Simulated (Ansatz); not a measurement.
## A geometry optimisation of AlClH5NSi with PBE0-D3(BJ)/def2-SVP

The starting geometry of this gas-phase singlet was optimised with GFN2-xTB; its bonds are those of `[AlH2][NH][SiH2]Cl`.

```yaml
atoms:
  - { symbol: Al, position_ang: [-2.0326, -1.6335, 0.2200] }
  - { symbol: Cl, position_ang: [0.7151, 1.0883, 2.0925] }
  - { symbol: N, position_ang: [-0.4396, -0.8347, -0.0353] }
  - { symbol: Si, position_ang: [0.9683, -0.5597, 0.9560] }
  - { symbol: H, position_ang: [-3.3314, -0.9407, -0.2340] }
  - { symbol: H, position_ang: [-2.1410, -2.9980, 0.9249] }
  - { symbol: H, position_ang: [-0.3716, -0.3256, -0.9131] }
  - { symbol: H, position_ang: [2.1027, -0.3269, 0.0665] }
  - { symbol: H, position_ang: [1.1201, -1.6999, 1.8497] }
```

Q: Predict what becomes of its bonds when it is optimised with PBE0-D3(BJ)/def2-SVP.

A: It keeps its bonds, and is `[AlH2][NH][SiH2]Cl`.

The energy falls by 0.27 eV over 12 steps:

```json
{"step": "1", "E − E(last) (eV)": "0.273"}
{"step": "2", "E − E(last) (eV)": "0.116"}
{"step": "3", "E − E(last) (eV)": "0.061"}
{"step": "5", "E − E(last) (eV)": "0.011"}
{"step": "6", "E − E(last) (eV)": "0.004"}
{"step": "7", "E − E(last) (eV)": "0.001"}
{"step": "8", "E − E(last) (eV)": "0.000"}
{"step": "10", "E − E(last) (eV)": "0.000"}
{"step": "11", "E − E(last) (eV)": "0.000"}
{"step": "12", "E − E(last) (eV)": "0.000"}
```

Final geometry (Å):

```xyz
9

Al   -2.0163   -1.6423    0.2177
Cl    0.9778    1.0000    2.2202
N    -0.5487   -0.6302   -0.0172
Si    0.9108   -0.6083    0.9022
H    -3.2430   -1.3795   -0.7501
H    -1.9694   -2.7381    1.3591
H    -0.5951    0.0830   -0.7440
H     2.1058   -0.4627    0.0260
H     0.9679   -1.8526    1.7133
```

No frequencies were run, so the end isn't proven a minimum. Run with Ansatz 0.2.0, 36 s on 1 thread of Arm Neoverse V2, on a shared host.
